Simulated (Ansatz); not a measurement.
`BCl` + `CNC(O)S` → `CNBCl` + `OCS`  (formal exchange of groups at a B–H bond)

Program: Ansatz. Geometries: PBE0-D4/def2-TZVP. ΔE: electronic, gas phase. CCSD(T)/CBS is the MP2 limit (def2-TZVPP, def2-QZVPP) plus CCSD(T) − MP2 in def2-TZVPP, frozen cores. This one scheme is used for every species. Functionals use def2-TZVPP. B3LYP here is the variant with VWN-RPA as its local correlation; programs differ in this. One conformer a species, not always the lowest.

Question: Is it downhill or uphill in electronic energy at CCSD(T)/CBS, and by how much? (An estimate is asked.)

Answer: The calculation gave: Downhill: ΔE = -41.9 kcal/mol.

Question: What do these levels give: B97M-V, B2PLYP, PBE-QIDH, PBE, B3LYP, CCSD/def2-TZVPP? (Best estimate.)

Answer: Ansatz gave: B97M-V -42.6, B2PLYP -43.0, PBE-QIDH -42.5, PBE -42.7, B3LYP -43.7, CCSD/def2-TZVPP -41.8 kcal/mol.

Largest T1 diagnostic among the species: 0.012.

Leaving LDA and LC-ωPBE aside and taking each functional with its dispersion term where it has one, the values, not all of them listed here, spread over 2.3 kcal/mol, from B2PLYP to revPBE-D4. The D4 term adds +1.2 kcal/mol with B3LYP and +0.7 kcal/mol with PBE0; it sums over pairs of atoms, weighted by their polarisabilities, and B3LYP, whose exchange is more repulsive, gets the larger term.
